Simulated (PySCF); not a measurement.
sulfuric acid (H₂O₄S), singlet, at a GFN2-xTB geometry, atoms displaced at random by about 0.02 Å a coordinate. Base run: HF/STO-3G (PySCF).

PySCF was given this input:
```python
from pyscf import gto, scf
from pyscf.geomopt import geometric_solver

mol = gto.Mole()
mol.atom = '''
    O    -0.550704    1.372945    0.314506
    S    -0.074136   -0.149825   -0.019833
    O    -0.613385   -0.468415   -1.286803
    O    -0.287801   -0.890655    1.127288
    O     1.455940    0.134308   -0.173760
    H    -0.785463    1.751250   -0.485206
    H     1.904377   -0.066242    0.645248
'''
mol.basis = 'sto-3g'
mol.charge = 0
mol.spin = 0
mol.verbose = 3
mol.build()

def method(m):
    mf = scf.RHF(m)
    return mf

conv, mol_eq = geometric_solver.kernel(method(mol), maxsteps=100)
print('optimisation converged:', conv)
print(mol_eq.tostring(format='xyz'))
mf = method(mol_eq)
mf.kernel()
```

Each row names what was changed in the base input (with any setting that the change needs).

| change | ΔE vs base (kJ/mol) | optimiser steps | core-seconds (rough) |
|---|---|---|---|
| base | 0.00 | 14 | 20 |
| trust = 0.5 | 0.00 | 14 | 20 |
| coordsys = dlc | 0.00 | 14 | 20 |
| coordsys = hdlc | 0.00 | 13 | 20 |
| coordsys = prim | 0.00 | 13 | 20 |
| convergence_set = NWCHEM_LOOSE | 0.00 | 13 | 20 |
| convergence_set = GAU_VERYTIGHT | 0.00 | 25 | 40 |
